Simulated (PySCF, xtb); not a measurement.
trichloro(fluoromethyl)silane (CH2Cl3FSi), SMILES Cl[Si](Cl)(CF)Cl. One conformer was computed; it need not be the lowest.

Harmonic wavenumbers (cm⁻¹) from GFN2-xTB (xtb) at its own minimum, in rising order: 40, 91, 120, 138, 168, 177, 306, 420, 525, 529, 684, 768, 1037, 1199, 1280, 1431, 2946, 2954.

**Question.** What does PBE-D3(BJ)/def2-SVP (PySCF) give at its own minimum? (An estimate is asked for; the answer gives what the named calculation found.)

**Answer.** 64, 95, 150, 162, 195, 205, 317, 448, 585, 604, 715, 775, 1061, 1195, 1261, 1395, 2949, 3011. Paired by order, the mean absolute difference is 27 cm⁻¹ and the zero-point energies are 21.2 and 21.7 kcal/mol.
